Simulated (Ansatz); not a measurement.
Isolated molecules relaxed with PBE0-D4/def2-TZVP in Ansatz; ΔE leaves out vibrations. CBS: MP2 limit from def2 TZ/QZ plus the TZ coupled-cluster correction, frozen cores. This one scheme is used for every species. One conformer a species, not always the lowest.

`Cl[SiH2]S[Si](Cl)(Cl)Cl` + `N=C=O` → `O=C=N[Si](Cl)(Cl)Cl` + `S[SiH2]Cl`  (ligand exchange at the Si–S bond)

| species | CCSD(T)/CBS(def2) energy (Eh) |
| --- | --- |
| `Cl[SiH2]S[Si](Cl)(Cl)Cl` | -2816.51810 |
| `N=C=O` | -168.51995 |
| `O=C=N[Si](Cl)(Cl)Cl` | -1836.53930 |
| `S[SiH2]Cl` | -1148.50980 |

Work out ΔE.

ΔE = (-1836.53930) + (-1148.50980) − (-2816.51810) − (-168.51995) = -0.01105 Eh = -29.0 kJ/mol.

Largest T1 diagnostic among the species: 0.018.

From PBE to PBE0 (25 % exact exchange), in def2-TZVPP and without D4, ΔE moves by −5.9 kJ/mol. In def2-TZVPP, CCSD(T) changes the Hartree–Fock value by +30.0 kJ/mol (the triples alone add +6.2 kJ/mol) and MP2 by +35.1 kJ/mol. The D4 term adds +17.2 kJ/mol with B3LYP and +9.6 kJ/mol with PBE0; it sums over pairs of atoms, weighted by their polarisabilities, and B3LYP, whose exchange is more repulsive, gets the larger term.

B3LYP here is the variant with VWN-RPA as its local correlation; programs differ in this.
